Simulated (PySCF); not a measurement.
Values are calculated unless marked as measured or tabulated.
**CH5F2Si2**

The system: CH5F2Si2, a small molecule (built as: Si site whose three back bonds go to CH2SiH3, F, F); neutral, doublet. The structure, one conformer, was relaxed in the gas phase by PBE0-D3(BJ)/def2-SVP. No frequency run checks that it is a minimum.

SMILES: F[Si](F)C[SiH3]

```xyz
10

Si   -0.968    1.129    1.116
C    -0.143   -0.506    0.758
Si    0.695   -0.568   -0.942
F     0.122    2.311    0.884
F    -2.121    1.374    0.000
H    -0.906   -1.300    0.820
H     0.608   -0.702    1.541
H    -0.309   -0.293   -2.010
H     1.282   -1.925   -1.157
H     1.782    0.452   -1.009
```
(Å; atoms numbered from 1)

EPR values by unrestricted B3LYP, IGLO-III on C F Si, pcH-1 on H.

(1) Predict g and the largest hyperfine couplings. Where does the spin sit?

(2) How do the isotropic couplings move with BHandHLYP?

Results:

(1) g = 2.0001, 2.0021, 2.0023. The spin sits on Si1 (83 %, bonded to 1 C + 2 F) by Mulliken populations.
```csv
atom,isotope,isotropic (MHz),"dipolar, principal values (MHz)"
Si1,29Si,-909.7,"-129.9, 64.0, 65.9"
F4,19F,232.9,"-115.3, -109.4, 224.8"
F5,19F,232.4,"-115.5, -109.6, 225.1"
C2,13C,89.7,"-12.4, -12.3, 24.7"
Si3,29Si,-19.0,"-8.4, 3.8, 4.6"
H9,1H,18.9,"-1.4, -0.4, 1.8"
```

(2) Si1 -909.7 to -948.2 MHz, F4 232.9 to 257.4 MHz, F5 232.4 to 257.0 MHz, C2 89.7 to 90.8 MHz.

The 2 runs behind this took 59 s in all, one thread each of Intel Xeon 6975P-C on a shared host, launched as `OMP_NUM_THREADS=1 python cluster_run.py task.json out`.
